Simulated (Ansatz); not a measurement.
Born–Oppenheimer molecular dynamics of a periodic cell of 17 atoms, Si (host Si, host structure diamond, interstitial Si). It starts from a relaxed structure.

The calculation used DFT PBE-D3(BJ), scalar-relativistic, plane waves, PAW in Ansatz. Settings: accuracy low, PAW set soft_1, cutoff 420 eV, k mesh 2x2x2, fermi-dirac smearing 0.02 eV, no spin polarisation.

| Quantity | Value |
| --- | --- |
| ensemble | NVE (velocity Verlet) |
| time step | 3 fs |
| steps asked | 190 |
| starting velocities drawn for | 1800 K |
| seed | 779581 |

Frames 30 fs apart, positions in Å.

Velocities at 60.0 fs (Å/ps):

```
Si 6.95 3.13 6.84
Si 1.34 -1.71 -2.57
Si -2.06 2.68 -0.38
Si -6.06 6.43 3.04
Si 5.25 -10.64 4.44
Si -1.09 -3.77 0.26
Si -0.16 -0.55 -1.85
Si -6.35 9.44 -0.01
Si 4.04 -0.86 0.69
Si -4.68 3.77 0.80
Si -4.92 6.63 2.72
Si 0.61 -4.39 0.27
Si 2.36 -5.21 -6.23
Si 3.88 3.82 -6.09
Si 2.64 -4.56 -3.91
Si -7.04 0.35 1.21
Si 5.30 -4.55 0.78
```

```xyz
17
Lattice="0.0000 5.4300 5.4300 5.4300 0.0000 5.4300 5.4300 5.4300 0.0000" Properties=species:S:1:pos:R:3 time_fs=60.0 energy_less_start_eV=2.352 T=673
Si 0.061 -0.189 0.439
Si 1.694 1.259 1.710
Si 2.858 2.855 -0.168
Si 3.621 4.355 1.446
Si 2.992 -0.327 2.853
Si 4.340 1.130 4.069
Si 5.062 2.801 2.539
Si 6.478 4.297 3.878
Si -0.059 2.642 2.544
Si 1.322 4.163 4.025
Si 2.377 5.787 3.016
Si 4.212 6.783 4.189
Si 2.642 2.674 5.138
Si 3.862 4.026 6.568
Si 5.525 5.516 5.509
Si 6.720 7.022 6.618
Si 5.987 2.225 5.268
17
Lattice="0.0000 5.4300 5.4300 5.4300 0.0000 5.4300 5.4300 5.4300 0.0000" Properties=species:S:1:pos:R:3 time_fs=90.0 energy_less_start_eV=2.605 T=551
Si 0.226 -0.166 0.577
Si 1.762 1.207 1.687
Si 2.793 3.006 -0.168
Si 3.516 4.476 1.538
Si 3.034 -0.584 3.011
Si 4.254 1.091 4.119
Si 5.073 2.877 2.519
Si 6.417 4.306 3.677
Si 0.063 2.703 2.594
Si 1.032 4.141 4.102
Si 2.326 6.006 2.960
Si 4.156 6.799 4.058
Si 2.751 2.520 5.009
Si 4.130 3.924 6.430
Si 5.454 5.396 5.534
Si 6.597 7.095 6.766
Si 6.113 2.224 5.228
17
Lattice="0.0000 5.4300 5.4300 5.4300 0.0000 5.4300 5.4300 5.4300 0.0000" Properties=species:S:1:pos:R:3 time_fs=120.0 energy_less_start_eV=2.277 T=708
Si 0.102 -0.221 0.667
Si 1.900 1.190 1.791
Si 2.921 3.230 -0.267
Si 3.602 4.495 1.516
Si 3.193 -0.738 2.975
Si 4.271 1.077 4.121
Si 4.840 2.872 2.532
Si 6.417 4.265 3.636
Si 0.184 2.602 2.614
Si 1.074 4.168 4.190
Si 2.218 5.834 2.979
Si 4.082 7.038 4.039
Si 2.584 2.631 5.176
Si 4.241 3.506 6.544
Si 5.387 5.576 5.390
Si 6.607 7.170 6.665
Si 6.071 2.325 5.071
17
Lattice="0.0000 5.4300 5.4300 5.4300 0.0000 5.4300 5.4300 5.4300 0.0000" Properties=species:S:1:pos:R:3 time_fs=150.0 energy_less_start_eV=1.983 T=849
Si 0.145 -0.067 0.603
Si 1.993 1.114 1.735
Si 2.886 3.513 -0.475
Si 3.530 4.500 1.539
Si 3.360 -0.829 2.961
Si 4.131 1.109 4.192
Si 4.777 2.635 2.478
Si 6.424 4.409 3.707
Si 0.392 2.395 2.852
Si 1.177 4.161 4.251
Si 2.228 5.805 2.945
Si 3.917 7.019 4.069
Si 2.601 2.668 5.275
Si 4.417 3.587 6.479
Si 5.198 5.596 5.265
Si 6.380 7.001 6.737
Si 6.139 2.405 5.028
17
Lattice="0.0000 5.4300 5.4300 5.4300 0.0000 5.4300 5.4300 5.4300 0.0000" Properties=species:S:1:pos:R:3 time_fs=180.0 energy_less_start_eV=2.280 T=706
Si 0.087 0.112 0.428
Si 2.045 0.996 1.578
Si 2.779 3.653 -0.529
Si 3.675 4.377 1.509
Si 3.418 -0.662 2.928
Si 3.963 1.110 4.323
Si 4.800 2.674 2.596
Si 6.362 4.508 3.473
Si 0.356 2.327 3.060
Si 1.220 4.141 4.295
Si 2.200 5.846 2.860
Si 3.765 7.023 4.055
Si 2.677 2.545 5.543
Si 4.693 3.654 6.463
Si 5.043 5.518 5.313
Si 6.367 6.770 6.684
Si 6.245 2.430 5.063
17
Lattice="0.0000 5.4300 5.4300 5.4300 0.0000 5.4300 5.4300 5.4300 0.0000" Properties=species:S:1:pos:R:3 time_fs=210.0 energy_less_start_eV=2.137 T=776
Si -0.006 0.064 0.261
Si 1.851 0.994 1.586
Si 2.806 3.649 -0.529
Si 3.829 4.389 1.515
Si 3.355 -0.453 2.772
Si 3.882 1.207 4.312
Si 5.077 2.665 2.784
Si 6.207 4.670 3.213
Si 0.321 2.325 3.009
Si 1.384 4.050 4.413
Si 2.269 5.502 2.841
Si 3.701 7.136 4.106
Si 2.648 2.699 5.820
Si 4.705 3.336 6.729
Si 5.068 5.524 5.094
Si 6.352 6.846 6.674
Si 6.246 2.416 5.040
17
Lattice="0.0000 5.4300 5.4300 5.4300 0.0000 5.4300 5.4300 5.4300 0.0000" Properties=species:S:1:pos:R:3 time_fs=240.0 energy_less_start_eV=2.360 T=668
Si 0.024 -0.047 0.103
Si 1.518 1.059 1.647
Si 2.824 3.779 -0.599
Si 3.969 4.184 1.576
Si 3.186 -0.352 2.709
Si 3.749 1.405 4.264
Si 5.283 2.639 2.870
Si 6.211 4.879 3.062
Si 0.396 2.332 3.129
Si 1.412 3.899 4.398
Si 2.404 5.457 2.824
Si 3.643 6.968 3.979
Si 2.656 2.703 5.917
Si 4.603 3.455 6.777
Si 5.190 5.474 5.139
Si 6.408 6.699 6.830
Si 6.222 2.489 5.016
17
Lattice="0.0000 5.4300 5.4300 5.4300 0.0000 5.4300 5.4300 5.4300 0.0000" Properties=species:S:1:pos:R:3 time_fs=270.0 energy_less_start_eV=1.965 T=860
Si -0.152 -0.042 -0.010
Si 1.475 1.185 1.433
Si 2.840 3.741 -0.708
Si 4.031 3.979 1.436
Si 3.062 -0.209 2.767
Si 3.766 1.337 4.231
Si 5.299 2.598 2.864
Si 6.164 4.833 3.246
Si 0.145 2.365 3.174
Si 1.462 4.008 4.320
Si 2.556 5.285 2.793
Si 3.775 6.935 4.080
Si 2.599 2.506 5.878
Si 4.608 3.866 6.755
Si 5.222 5.482 5.346
Si 6.569 6.466 6.889
Si 6.278 2.685 5.147
17
Lattice="0.0000 5.4300 5.4300 5.4300 0.0000 5.4300 5.4300 5.4300 0.0000" Properties=species:S:1:pos:R:3 time_fs=300.0 energy_less_start_eV=1.691 T=992
Si -0.112 -0.049 0.069
Si 1.442 1.230 1.326
Si 2.961 3.573 -0.845
Si 3.986 3.856 1.197
Si 2.840 -0.169 2.704
Si 3.933 1.300 4.245
Si 5.284 2.437 2.788
Si 6.112 4.713 3.486
Si 0.112 2.576 2.789
Si 1.341 3.952 4.390
Si 2.899 5.095 2.831
Si 3.707 6.882 4.338
Si 2.739 2.655 5.709
Si 4.278 3.850 6.869
Si 5.197 5.596 5.418
Si 6.730 6.524 7.022
Si 6.246 3.000 5.305
17
Lattice="0.0000 5.4300 5.4300 5.4300 0.0000 5.4300 5.4300 5.4300 0.0000" Properties=species:S:1:pos:R:3 time_fs=330.0 energy_less_start_eV=2.138 T=776
Si 0.066 -0.131 0.218
Si 1.423 1.304 1.330
Si 2.945 3.525 -1.038
Si 4.044 3.687 1.199
Si 2.647 -0.069 2.758
Si 4.051 1.216 4.210
Si 5.315 2.521 2.656
Si 6.020 4.521 3.521
Si 0.138 2.626 2.685
Si 1.275 3.885 4.148
Si 2.872 5.107 2.972
Si 3.712 6.722 4.274
Si 2.625 2.589 5.520
Si 3.957 3.997 6.905
Si 5.334 5.601 5.783
Si 7.103 6.644 7.065
Si 6.169 3.275 5.434
17
Lattice="0.0000 5.4300 5.4300 5.4300 0.0000 5.4300 5.4300 5.4300 0.0000" Properties=species:S:1:pos:R:3 time_fs=360.0 energy_less_start_eV=2.241 T=725
Si 0.043 -0.255 0.146
Si 1.509 1.504 1.265
Si 2.788 3.424 -1.039
Si 3.917 3.775 1.222
Si 2.603 0.076 2.967
Si 4.238 1.136 4.230
Si 5.455 2.363 2.619
Si 5.871 4.642 3.506
Si -0.268 2.517 2.722
Si 1.230 3.921 4.038
Si 2.837 5.031 2.773
Si 4.084 6.669 4.260
Si 2.671 2.490 5.276
Si 3.861 4.048 6.892
Si 5.466 5.559 6.017
Si 7.151 6.740 7.112
Si 6.239 3.379 5.634
17
Lattice="0.0000 5.4300 5.4300 5.4300 0.0000 5.4300 5.4300 5.4300 0.0000" Properties=species:S:1:pos:R:3 time_fs=390.0 energy_less_start_eV=2.484 T=608
Si 0.192 -0.203 0.228
Si 1.471 1.408 1.296
Si 2.746 3.241 -1.002
Si 3.893 3.676 1.121
Si 2.594 -0.014 3.017
Si 4.364 1.191 4.241
Si 5.366 2.529 2.687
Si 5.755 4.752 3.555
Si -0.435 2.561 2.670
Si 1.155 3.760 3.934
Si 2.853 5.158 2.783
Si 4.317 6.402 4.292
Si 2.836 2.662 5.284
Si 3.692 3.986 6.860
Si 5.407 5.565 6.043
Si 7.213 6.848 6.982
Si 6.276 3.497 5.650
```

Of the whole run (570 fs, mean temperature of the second half 819 K): The conserved energy stayed within 1.8 meV per atom of its start (net change 1 meV per atom), so the integration is sound. Over the second half the temperature averaged 0.46 of the 1800 K drawn at the start: a run that starts near a minimum puts about half its kinetic energy into the potential. A run of 0.57 ps of so small a system gives no equilibrium averages. Limits of this set-up: coarse k mesh, low accuracy level.

Time of the run: 12 min on 1 thread of Arm Neoverse V2 (shared host), peak memory 0.57 GiB.
